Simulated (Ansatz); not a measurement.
Frontier orbitals of BFH$_{4}$OSi (`OB(F)[SiH3]`).

```xyz
8

O    -0.290   -1.364    1.404
B     0.470   -0.419    0.812
F     1.657   -0.204    1.369
Si   -0.069    0.665   -0.827
H    -1.141   -1.498    0.981
H     0.890    0.438   -1.942
H    -1.429    0.266   -1.288
H    -0.089    2.118   -0.510
```

Charge 0, multiplicity 1. The geometry is a stationary point of PBE0-D4/def2-TZVP. It is one conformer, not always the lowest. Basis def2-TZVPP, Ansatz 0.2.0.

Orbital energies of one run (eV). Highest occupied ones, from the top: -8.78, -10.16, -10.17, -10.98, -12.36, -13.04, -13.46, -14.91, -16.03, -17.18, -30.35, -34.99, -101.09, -101.10. Empty: -0.56, 0.77, 1.18, 1.69, 2.27, 2.43.

Q: Which functional gave them?
A. r2SCAN0
B. CAM-B3LYP
C. r2SCAN
D. BLYP

A: A. HOMO energies: r2SCAN0 -8.78, r2SCAN -7.52, BLYP -7.13, CAM-B3LYP -10.01 eV.
